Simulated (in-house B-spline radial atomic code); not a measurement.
A radial electron density 4πr²n(r) was computed for an atom or ion in its tabulated ground configuration with an all-electron radial atomic-structure program (B-spline basis); method: Dirac-Kohn-Sham BLYP, spherical fractional occupations. Columns: r (bohr), 4πr²n(r) (electrons per bohr), bar.

```
0.000662    3.602 #
0.000823    5.106 ##
 0.00102    7.159 ##
 0.00127    10.03 ###
 0.00158    13.92 #####
 0.00196    19.02 ######
 0.00244    25.77 #########
 0.00303    34.22 ############
 0.00377    44.62 ###############
 0.00468    56.55 ###################
 0.00582    69.61 ########################
 0.00723    82.38 ############################
 0.00898    93.14 ################################
  0.0112    99.96 ##################################
  0.0139    101.1 ##################################
  0.0172    97.39 #################################
  0.0214    91.68 ###############################
  0.0266    89.82 ###############################
  0.0331    96.99 #################################
  0.0411    112.5 ######################################
  0.0511    127.5 ###########################################
  0.0635    129.4 ############################################
  0.0789    115.9 #######################################
   0.098    101.9 ###################################
   0.122    104.9 ####################################
   0.151    117.6 ########################################
   0.188    112.2 ######################################
   0.234    82.22 ############################
    0.29    60.15 ####################
   0.361    64.14 ######################
   0.449    70.43 ########################
   0.557     57.3 ###################
   0.693    35.74 ############
   0.861    21.94 #######
    1.07    15.48 #####
    1.33    10.57 ####
    1.65    5.957 ##
    2.05    2.709 #
    2.55    1.075 
    3.17   0.4018 
    3.94   0.1317 
    4.89  0.03185 
    6.08 0.004667 
    7.56 0.0003632
```

Q: Which atom or ion is it?
A. Hf+
B. Hf2+
C. Lu2+
D. Hf3+

A: B. The area under the curve, ∫4πr²n dr = ∫r·4πr²n d(ln r) on this logarithmic grid, is 70 electrons, which only this option has. The configuration is [Xe] 4f14 5d2.
